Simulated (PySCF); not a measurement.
C₇H₁₅N.
Atom-mapped SMILES: `[CH3:1][NH:2][CH:3]1[CH2:4][CH2:5][CH2:6][CH2:7][CH2:8]1` (hydrogens: H9, H10, H11 on C1; H12 on N2; H13 on C3; H14, H15 on C4; H16, H17 on C5; H18, H19 on C6; H20, H21 on C7; H22, H23 on C8)

The same species was optimised twice, with GFN2-xTB and with PBE0-D3(BJ)/def2-SVP (PySCF), and the same property calculations (PySCF, gas phase) were run on both structures.

| coordinate | GFN2-xTB | PBE0-D3(BJ)/def2-SVP | change |
| --- | --- | --- | --- |
| N2–C3 (Å) | 1.458 | 1.449 | -0.009 |
| C1–N2 (Å) | 1.448 | 1.442 | -0.006 |
| C3–C4 (Å) | 1.530 | 1.526 | -0.004 |
| C3–C8 (Å) | 1.531 | 1.529 | -0.002 |
| C4–C5 (Å) | 1.525 | 1.524 | -0.001 |
| C7–C8 (Å) | 1.525 | 1.525 | 0.000 |
| C5–C6 (Å) | 1.525 | 1.525 | 0.000 |
| C6–C7 (Å) | 1.525 | 1.524 | -0.001 |
| N2–C3–C8 (°) | 110.2 | 111.5 | +1.3 |
| C3–C4–C5 (°) | 111.4 | 112.4 | +1.0 |
| C5–C6–C7 (°) | 110.0 | 111.0 | +1.0 |
| C3–C8–C7 (°) | 111.0 | 111.9 | +0.9 |
| C1–N2–C3 (°) | 114.6 | 115.5 | +0.9 |
| C4–C5–C6 (°) | 110.5 | 111.3 | +0.8 |
| C6–C7–C8 (°) | 110.7 | 111.5 | +0.8 |
| N2–C3–C4 (°) | 108.9 | 109.5 | +0.6 |
| C1–N2–C3–C4 (°) | -166 | -167 | -1 |

Rotational constants: A = 3964, B = 1347, C = 1089 MHz (GFN2-xTB) against A = 3943, B = 1342, C = 1081 MHz (PBE0-D3(BJ)/def2-SVP). Point groups within 0.08 Å: C1 and C1.

On the GFN2-xTB structure: HOMO (eV) -6.29 [PBE0/pcSseg-1]; LUMO (eV) 1.48 [PBE0/pcSseg-1]; dipole (D) 0.92 [PBE0/pcSseg-1]; GIAO shielding of C1 (ppm) 150.0 [PBE0/pcSseg-1]; GIAO shielding of N2 (ppm) 205.6 [PBE0/pcSseg-1]; GIAO shielding of C3 (ppm) 123.2 [PBE0/pcSseg-1]; GIAO shielding of C4/C8 (mean) (ppm) 150.0 [PBE0/pcSseg-1]; GIAO shielding of C5/C7 (mean) (ppm) 158.0 [PBE0/pcSseg-1]; GIAO shielding of C6 (ppm) 156.6 [PBE0/pcSseg-1].

Problem. What do these properties become on the PBE0-D3(BJ)/def2-SVP structure?

Solution. 
| property | level | on GFN2-xTB | on PBE0-D3(BJ)/def2-SVP | change |
| --- | --- | --- | --- | --- |
| HOMO (eV) | PBE0/pcSseg-1 | -6.29 | -6.28 | +0.01 |
| LUMO (eV) | PBE0/pcSseg-1 | 1.48 | 1.43 | -0.05 |
| dipole (D) | PBE0/pcSseg-1 | 0.92 | 0.87 | -0.05 |
| energy, GFN2-xTB geometry as zero (kcal/mol) | PBE0/pcSseg-1 | 0.0 | -0.6 | -0.6 |
| GIAO shielding of C1 (ppm) | PBE0/pcSseg-1 | 150.0 | 149.2 | -0.8 |
| GIAO shielding of N2 (ppm) | PBE0/pcSseg-1 | 205.6 | 207.2 | +1.6 |
| GIAO shielding of C3 (ppm) | PBE0/pcSseg-1 | 123.2 | 124.3 | +1.1 |
| GIAO shielding of C4/C8 (mean) (ppm) | PBE0/pcSseg-1 | 150.0 | 149.3 | -0.7 |
| GIAO shielding of C5/C7 (mean) (ppm) | PBE0/pcSseg-1 | 158.0 | 157.3 | -0.7 |
| GIAO shielding of C6 (ppm) | PBE0/pcSseg-1 | 156.6 | 155.9 | -0.7 |

The heavy atoms differ by 0.015 Å rms after alignment. Among bonds between heavy atoms N2–C3 changes most (-0.009 Å). Changes are differences of the printed values. Neither structure is proved a minimum here.
